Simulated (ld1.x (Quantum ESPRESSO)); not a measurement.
**cobalt (Co), TM: configuration errors across variants**

| Property | Result |
| --- | --- |
| Element | cobalt (Co) |
| Generator | ld1.x (Quantum ESPRESSO) 7.5 |
| Type | norm-conserving Troullier–Martins (Kleinman–Bylander form) |
| Functional | PBEsol |
| Relativity | fully relativistic |
| Frozen core | [Ar] |
| Valence charge | 9 |
| Reference configuration | 3d7 4s1 4p0 (charge +1) |
| Partial waves | 4s (bound): rc 2.20 bohr; 4p (bound, empty): rc 2.00 bohr; 3d (bound): rc 1.10 bohr |
| Local potential | all-electron potential smoothed inside 1.60 bohr (lloc = -2) |
| Core correction | a·sin(br)/r model core, default radius (core density twice the valence density) |

Open shells are filled in proportion to 2j + 1 (rel_dist='average').

All-electron excitation energies from the reference (eV): (1) 3d7 4s2 4p0 -9.045; (2) 3d7 4s0 4p0 16.697; (3) 3d6 4s0 4p0 52.534; (4) 3d6 4s2 4p0 6.165; (5) 3d7 4s0 4p2 -0.031; (6) 3d8 4s0 4p0 -2.623; (7) 3d8 4s1 4p0 -10.260.

The default core radius of the base comes out at 0.44 bohr.

4 further variants failed, have other tests or another functional or relativity, and are left out.

A true bound ghost makes a file unfit for plane-wave use even where its test errors are small: the radial tests pick states by their node count and pass the ghost by.

Errors AE − PS in meV (a dash: test not solved or not reliable):

```csv
change,(1),(2),(3),(4),(5),(6),(7),bound ghosts
base,-5.8,-20,-251,-304,-1.2,-200,-89,none
local potential the d channel,-5.6,-19,-192,-267,-1.3,-164,-66,"s, p1/2, p3/2"
wave 3d (bound): rc 1.10 bohr becomes 3d (bound): rc 0.68 bohr,-6.4,-21,-251,-319,-1.2,-209,-93,none
wave 4s (bound): rc 2.20 bohr becomes 4s (bound): rc 2.32 bohr,-5.4,-19,-259,-290,-1.6,-195,-86,none
"all radii but the core radius scaled by about 1.16 (s 2.56, p 2.32, d 1.28 bohr); local potential all-electron potential smoothed inside 1.86 bohr (lloc = -2)",-4.6,-20,-342,-271,-5.2,-198,-101,none
core correction a·sin(br)/r model core inside 0.82 bohr,-5.8,-19,-251,-303,-1.2,-200,-89,none
local potential all-electron potential smoothed inside 1.02 bohr (lloc = -2),-8.6,-19,-186,-318,-0.9,-160,-79,s
```

(1) Give the same row for: wave 4p (bound): rc 2.00 bohr becomes 4p (bound): rc 3.10 bohr.

Results:

(1) -5.8, -20, -251, -304, +0.5, -200, -89; bound ghosts: none.
